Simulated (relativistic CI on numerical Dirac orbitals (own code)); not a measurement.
# Radial parameters of Si I

Calculated at this level of theory: Dirac-Coulomb-Breit CI, separate exchange-only KLI orbitals for each configuration, QED by a radiative potential, valence Slater integrals scaled by 0.85, P86 correlation energy added to each configuration (own radial code, finite nucleus).

Slater integrals F^k, G^k are unscaled and averaged over j, outside the closed core [Ne]; ζ comes from projecting the Hamiltonian with its Breit term on Σ l·s of the shell.

- 3s²3p²: F^2(3p,3p) = 35156, ζ(3p) = 147.23 cm⁻¹; <r>(3p) = 2.816, <r^2>(3p) = 9.47 (bohr units).
- 3s3p³: F^2(3p,3p) = 35981, G^1(3s,3p) = 51191, ζ(3p) = 151.61 cm⁻¹; <r>(3s) = 2.159, <r^2>(3s) = 5.426, <r>(3p) = 2.755, <r^2>(3p) = 9.066 (bohr units).
- 3s²3p4s: ζ(3p) = 188.04, G^1(3p,4s) = 2874.5 cm⁻¹; <r>(3p) = 2.567, <r^2>(3p) = 7.812, <r>(4s) = 7.106, <r^2>(4s) = 57.38 (bohr units).

In this model ζ of a weakly bound d, f or g electron outside closed shells comes out too small, for d by up to a factor of two or three and at times with the wrong sign; that of an outer p electron is too small as well.

For a near-neutral ion this model can misplace configurations by up to about 10,000 cm⁻¹ (more where the count of f electrons changes) and terms by 10 to 25 % of their spread. Rates follow the energies as ν³ (E1, M1) or ν⁵ (E2), so they and the lifetimes can be off by large factors. The fine structure of a lone outer electron comes out too small, for d and f at times inverted, and misplaced configurations move strength between like terms. 38 of the 48 excited levels that our extract of the measured tables holds in this range could be paired (the sources list more); they are missed by 2781 cm⁻¹ on average and 3730 at most, and levels without a partner can miss by more.

Averages of the first 10 configurations, taken without configuration mixing, which lowers the lowest level and can move excited configurations by several eV; other configurations of the list can lie among them:

```
Configuration  Parity  States  Average energy above the lowest level (eV)
       3s²3p²    even      15                                         0.7
        3s3p³     odd      40                                         7.7
      3s²3p4s     odd      12                                         5.3
      3s²3p4p    even      36                                         6.4
      3s²3p5s     odd      12                                         7.1
      3s²3p4d     odd      60                                         7.6
      3s²3p5p    even      36                                         7.5
      3s²3p3d     odd      60                                         6.8
       3s²3d²    even      45                                        15.4
          3p⁴    even      15                                        16.9
```
